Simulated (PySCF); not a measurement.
AlH₇O₂Si₂, SMILES [OH][Al]([OH])[SiH2][SiH3].

Coordinates come from a TPSSh-D3(BJ)/def2-SVP optimisation. The structure was generated by enumeration; whether it is a known compound was not checked. The values are those of a single conformer.

Two levels are set side by side: TDDFT-PBE/def2-SVPD (PySCF) and TDDFT-ωB97X/def2-SVPD (PySCF). Vertical, same geometry. The lowest singlet is HOMO→LUMO+1 94 % with PBE and HOMO→LUMO 67 %, HOMO→LUMO+1 19 % with the other functional; states are paired by order. Differences are taken from unrounded values.

```
quantity                               TDDFT-ωB97X
-------------------------------------  -----------
lowest singlet excitation (eV)                6.25
lowest triplet excitation (TDA) (eV)          5.13
first bright state (f over 0.05) (eV)         6.25
its oscillator strength                       0.18
```

Task: What does TDDFT-PBE give, and how far is it from TDDFT-ωB97X? (Estimate from the structure and the level; the computed values follow.)

Result: 
```csv
quantity,TDDFT-PBE,TDDFT-PBE minus TDDFT-ωB97X
lowest singlet excitation (eV),5.53,-0.73
lowest triplet excitation (TDA) (eV),4.57,-0.56
first bright state (f over 0.05) (eV),5.53,-0.73
its oscillator strength,0.08,-0.10
```

Functionals without exact exchange tend to place singlet excitations lower, as here. Differences between two approximate levels are no errors against the true value.

Rough cost on one machine, each run with all the roots and properties that it gave: TDDFT-ωB97X against TDDFT-PBE about 8 times.
